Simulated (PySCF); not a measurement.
## N (nitrogen, neutral) across methods

[He] 2s2 2p3, high-spin 4S determinant. Calculation: PySCF 2.14, in aug-cc-pCVTZ-DK (7s6p4d2f, 59 functions); the spin-free X2C one-electron Hamiltonian (Gaussian nucleus).

| method | E (hartree) | mean ε 2s α (eV) | mean ε 2s β (eV) | mean ε 2p α (eV) | Σ⟨r²⟩ (bohr²) | ⟨S²⟩ |
| --- | --- | --- | --- | --- | --- | --- |
| BP86 | -54.6230 | -19.920 | -15.542 | -8.343 | 12.55 | 3.753 |
| PBE | -54.5624 | -19.888 | -15.318 | -8.297 | 12.59 | 3.752 |
| UHF | -54.43043 | -31.694 | -19.806 | -15.526 | 12.10 | 3.758 |
| LDA | -54.1623 | -19.656 | -15.316 | -8.401 | 12.63 | 3.753 |
| r2SCAN0 | -54.6101 | -23.995 | -16.728 | -10.657 | 12.23 | 3.755 |
| PBE0 | -54.5731 | -22.957 | -16.852 | -10.208 | 12.38 | 3.753 |
| revPBE | -54.6181 | -19.917 | -15.300 | -8.253 | 12.57 | 3.753 |
| TPSS | -54.6422 | -20.552 | -15.405 | -8.460 | 12.46 | 3.754 |

Estimate the same row for r2SCAN.

E (hartree) = -54.6102; mean ε 2s α (eV) = -21.391; mean ε 2s β (eV) = -15.250; mean ε 2p α (eV) = -8.891; Σ⟨r²⟩ (bohr²) = 12.32; ⟨S²⟩ = 3.755.
